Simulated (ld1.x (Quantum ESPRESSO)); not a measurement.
Ranking TM semilocal potentials for germanium (Ge)

All share these settings but for the change named:

```
Element                 : Ge (Z = 32)
Generator               : ld1.x (Quantum ESPRESSO) 7.5
Type                    : norm-conserving Troullier–Martins (semilocal form)
Functional              : LDA (PZ)
Relativity              : scalar-relativistic
Frozen core             : [Ar]
Valence charge          : 14
Reference configuration : 3d10 4s2 4p2
Partial waves           : 4s (bound): rc 1.75 bohr; 3d (bound): rc 1.05 bohr; 4p (bound): rc 1.60 bohr
Local potential         : the p channel
Core correction         : none
```

Cutoff: the first of the cutoffs (Ry, on a coarse ladder) from which the occupation-weighted sum of valence levels, in a spherical-Bessel basis at the reference potential, stays within 10 and 1 mRy of its value at 400 Ry; the density cutoff is not measured.

The base gives 230 Ry.

Of 9 variants that were run, those that failed, showed a ghost or another fault, or gave nearly equal values are left out.

In the semilocal form every listed channel keeps its own potential, so the choice of the local channel does not act on these tests. It acts once the file is put into the separable form.

A variant can come out equal or close to the base.

Task: Rank these variants from softest to hardest (loose cutoff).
A. all radii scaled by about 1.37 (s 2.40, p 2.20, d 1.44 bohr)
B. core [Ar] 3d10, valence charge 4; reference 4s2 4p0; waves now 4p (bound): rc 1.35 bohr; 4s (bound): rc 1.20 bohr; local potential the s channel
C. functional PBE

Result: B (55 Ry), A (160 Ry), C (230 Ry).
